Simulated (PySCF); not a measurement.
**CaIn⁺: one state, many levels of theory**

State: ¹Σ⁺ (singlet), closed shell. Set-up: Ca def2-SVPD, In def2-SVPD with ECP28; scalar-relativistic core potentials (PySCF 2.14). De refers to Ca + In⁺ in their ground configurations, without counterpoise correction. A positive dipole points towards In; it is taken about the centre of mass and depends on that origin.

```json
{"Level": "RHF-MP2", "Re (Å)": "3.697", "ωe (cm⁻¹)": "105", "De (eV)": "1.07", "μ (D)": "n/a", "CPU s a point (SCF and correlation, without the integrals)": "0.095"}
{"Level": "RHF-SCS-MP2", "Re (Å)": "3.732", "ωe (cm⁻¹)": "101", "De (eV)": "1.01", "μ (D)": "n/a", "CPU s a point (SCF and correlation, without the integrals)": "n/a"}
{"Level": "RHF-CCSD", "Re (Å)": "3.705", "ωe (cm⁻¹)": "105", "De (eV)": "1.07", "μ (D)": "n/a", "CPU s a point (SCF and correlation, without the integrals)": "n/a"}
{"Level": "RHF-CCSD(T)", "Re (Å)": "3.694", "ωe (cm⁻¹)": "106", "De (eV)": "1.13", "μ (D)": "n/a", "CPU s a point (SCF and correlation, without the integrals)": "1.3"}
{"Level": "PBE", "Re (Å)": "3.650", "ωe (cm⁻¹)": "105", "De (eV)": "1.35", "μ (D)": "-6.73", "CPU s a point (SCF and correlation, without the integrals)": "0.29"}
{"Level": "BLYP", "Re (Å)": "3.696", "ωe (cm⁻¹)": "98.2", "De (eV)": "1.24", "μ (D)": "-6.35", "CPU s a point (SCF and correlation, without the integrals)": "0.21"}
{"Level": "r²SCAN", "Re (Å)": "3.618", "ωe (cm⁻¹)": "111", "De (eV)": "1.40", "μ (D)": "-7.47", "CPU s a point (SCF and correlation, without the integrals)": "0.4"}
{"Level": "M06-L", "Re (Å)": "3.687", "ωe (cm⁻¹)": "102", "De (eV)": "1.18", "μ (D)": "-5.79", "CPU s a point (SCF and correlation, without the integrals)": "0.42"}
{"Level": "PBE0", "Re (Å)": "3.644", "ωe (cm⁻¹)": "108", "De (eV)": "1.29", "μ (D)": "-7.10", "CPU s a point (SCF and correlation, without the integrals)": "0.7"}
{"Level": "M06", "Re (Å)": "3.620", "ωe (cm⁻¹)": "109", "De (eV)": "1.30", "μ (D)": "-5.87", "CPU s a point (SCF and correlation, without the integrals)": "0.5"}
{"Level": "CAM-B3LYP", "Re (Å)": "3.628", "ωe (cm⁻¹)": "109", "De (eV)": "1.16", "μ (D)": "-6.98", "CPU s a point (SCF and correlation, without the integrals)": "0.7"}
```

The bond length runs from 3.618 Å (r²SCAN) to 3.732 Å (RHF-SCS-MP2). De spans 1.01 eV (RHF-SCS-MP2, perturbation theory) to 1.40 eV (r²SCAN, meta-GGA).

Correlated steps freeze 9 core orbitals. Closed-shell solutions of metal pairs were not tested for spin polarisation, which can lower them a little. Correlated levels converge slowly with the basis: in double zeta they bind strong bonds too weakly, by up to about 1 eV, and carry superposition errors of some tenths. Spin–orbit coupling is left out. For an ion De counts to the pair picked by the measured ionisation energies or electron affinities, which need not be the lowest pair at this level.

The whole job (state search and all levels along the bond) took about 1.3 min on 1 thread of AMD EPYC 9R45 96-Core (shared host), peak memory 0.83 GiB.
